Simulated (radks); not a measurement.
Problem. The mean radii <r> (bohr) of the occupied orbitals of an atom or ion are listed with their occupations. All-electron calculation, scalar-relativistic Kohn-Sham, r2SCAN, spin-polarised, spherical densities, finite nucleus; meta-GGA in the generalised Kohn-Sham scheme; Fermi nuclear charge, rms radius of each element as measured or else 0.836 A^(1/3) + 0.57 fm. Program: a radial shooting solver on a logarithmic mesh with Libxc functionals.

orbital  occ.      <r>
1s up       1  0.07090

Name the element and its charge. Open shells, if any, are filled with parallel spins first.

Solution. Z = 21, scandium, charge +20: Sc20+ in 1s1. The 1s radius gives Z: for a bare nucleus <r> = (2 gamma + 1)/(2Z) with gamma = sqrt(1 - (Z/c)^2), 0.07087 bohr for Z = 21, and the self-interaction of the functional makes it slightly larger (0.07090 here). The occupations add up to 1, and the charge is Z minus that.
